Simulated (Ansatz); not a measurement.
Two structures of BN2H8F, singlet, reached by relaxing down either side of one saddle point (PBE0-D4/def2-TZVP). Energies are electronic, without zero-point energy. Program: Ansatz 0.2.0. Basis: def2-TZVPP and def2-QZVPP. Cores are frozen in the correlated methods. Extrapolation: Hartree–Fock as exp(−7.88 √X), correlation as X^−2.97. First:

```tsv
atom	x (Å)	y (Å)	z (Å)
B1	-1.2289	-1.1148	-0.7667
N2	-0.0190	-1.7743	-0.5589
H3	-1.4010	-0.5428	-1.8009
H4	-2.0495	-1.1347	0.1013
H5	-0.2600	2.0899	0.5060
F6	-1.0607	2.5989	0.3417
H7	0.8958	0.2455	0.4052
N8	1.0788	1.1786	0.7621
H9	0.6858	-1.8610	-1.2725
H10	0.1639	-2.3386	0.2544
H11	1.3052	1.1038	1.7460
H12	1.8894	1.5495	0.2823
```

Second:

```tsv
atom	x (Å)	y (Å)	z (Å)
B1	-1.2955	-0.3766	-0.6357
N2	0.0298	-1.1925	-0.1495
H3	-0.9403	0.2499	-1.6192
H4	-2.1587	-1.2037	-0.8563
H5	0.2998	1.5022	0.7688
F6	-1.5961	0.4590	0.4649
H7	0.7344	-0.4891	0.1481
N8	1.2831	1.2604	0.6684
H9	0.4058	-1.7613	-0.8999
H10	-0.1816	-1.7986	0.6368
H11	1.7531	1.4986	1.5326
H12	1.6664	1.8517	-0.0588
```

(1) Which bonds change from the first to the second?

(2) Give the saddle point's structure and its height above each. (Judge from chemistry; the value comes from the calculation.)

The T1 diagnostic stays at or below 0.011.

## Answers

(1) BNH₄ ([BH2][NH2]) + NH₃ + HF → BH₂F ([BH2][F]) + NH₃ + NH₃ (still joined by a long B–N bond); bonds formed: B1–F6, N2–H7, H5–N8; bonds broken: H5–F6, H7–N8; bonds weakened to dative contacts: B1–N2.

(2) The calculation gives: 0.332 eV above the first and 1.137 eV above the second (CCSD(T) at an estimated basis limit (MP2 extrapolated from triple and quadruple zeta, plus CCSD(T) − MP2 in triple zeta)).
```json
{"atom": "B1", "x (Å)": "-1.2725", "y (Å)": "-0.6010", "z (Å)": "-0.6433"}
{"atom": "N2", "x (Å)": "0.0158", "y (Å)": "-1.2596", "z (Å)": "-0.3932"}
{"atom": "H3", "x (Å)": "-1.5206", "y (Å)": "-0.3343", "z (Å)": "-1.7879"}
{"atom": "H4", "x (Å)": "-2.1698", "y (Å)": "-0.8952", "z (Å)": "0.0993"}
{"atom": "H5", "x (Å)": "-0.1062", "y (Å)": "1.2573", "z (Å)": "0.3399"}
{"atom": "F6", "x (Å)": "-1.0865", "y (Å)": "1.1244", "z (Å)": "-0.0704"}
{"atom": "H7", "x (Å)": "1.2429", "y (Å)": "0.1597", "z (Å)": "0.4998"}
{"atom": "N8", "x (Å)": "1.1683", "y (Å)": "1.1455", "z (Å)": "0.7833"}
{"atom": "H9", "x (Å)": "0.5470", "y (Å)": "-1.5385", "z (Å)": "-1.2035"}
{"atom": "H10", "x (Å)": "0.0202", "y (Å)": "-1.9976", "z (Å)": "0.2935"}
{"atom": "H11", "x (Å)": "1.3017", "y (Å)": "1.2350", "z (Å)": "1.7822"}
{"atom": "H12", "x (Å)": "1.8599", "y (Å)": "1.7043", "z (Å)": "0.3003"}
```

Steps of this kind, hydrogen fluoride cutting a network bond, underlie vapour etching and the fluorination step of atomic layer etching.

Labels in which every atom is bracketed show which atoms are joined, not bond orders.

For scale, one of the runs: CCSD(T)/def2-TZVPP, 236 basis functions, launched by `ansatz run in.yaml --threads 4 --pin off --events-out ev --progress --plain --max-ram 9574MiB`. The run took 100 s on 4 CPU threads of an Arm Neoverse V2 (shared host), with 4.7 GiB of host memory at its peak.
